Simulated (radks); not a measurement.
Numerical settings for the lithium ion Li+, [He]. Calculated with a radial shooting solver on a logarithmic mesh with Libxc functionals: Dirac Kohn-Sham, LDA (Slater exchange, Perdew-Wang correlation), spin-unpolarised, spherical densities, point nucleus. The defaults (mesh step 0.008 in ln r, mesh end at 40 bohr or more with all orbitals vanishing there, Anderson mixing 0.5 over 9 steps, residual threshold near 1e-9 with the energy settled to 1e-9 hartree or 1e-11 of itself, here a cap of 81 iterations) give E = -7.1430 hartree and 1s1/2 at -59.596 eV in 13 iterations. Run on one thread of a shared host, so times are rough (Arm Neoverse V2): 0.02 s of CPU time, 0.02 s wall, 13 iterations on 2476 mesh points. Changes against that run (0 stands for a change within the tolerance of the run):

setting                    iterations  converged  E (mhartree)  e(1s1/2) (meV)  CPU (s)
mesh step in ln r 0.03             13        yes             0               0     0.01
mesh step in ln r 0.08             13        yes      +0.00017               0        0
mesh step in ln r 0.012            13        yes             0               0     0.01
mesh end (bohr) 5                  13        yes      +0.00046          +0.056     0.02
mesh end (bohr) 3                  13        yes         +1.17           +74.4     0.02
residual threshold 0.01             8        yes             0         +0.0737     0.01
residual threshold 1e-05            8        yes             0         +0.0737     0.01
mixing 0.2                         14        yes             0               0     0.02
linear mixing, mixing 0.5          30        yes             0               0     0.03
linear mixing, mixing 0.8          14        yes             0               0     0.02
mixing history 2                   21        yes             0               0     0.02
iteration cap 8                     8         no             0         +0.0415     0.01

Settings that end as converged yet miss the energy by more than 1 mhartree: mesh end (bohr) 3 (+0.00117 hartree). A mesh that ends early acts as a hard wall.
